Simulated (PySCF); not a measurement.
NaF, SMILES [F][Na].

Geometry: B3LYP-D3(BJ)/def2-TZVPD.

Computed with r2SCAN/def2-TZVPD (PySCF).

The total energy is -262.15108 hartree and the point group is C∞v. The highest occupied level comes out as -5.26 eV and the lowest empty level is -1.23 eV. The orbital gap is 4.03 eV and the dipole moment is 1.678 e·Å. The quadrupole, principal values (traceless, Buckingham form, about the centre of nuclear charge) is -0.07, 0.03, 0.03 D·Å. The mean static polarisability is 14.2 bohr³ (2.11 Å³) and the polarisability, principal values is 13.3, 13.3, 16.1 bohr³.
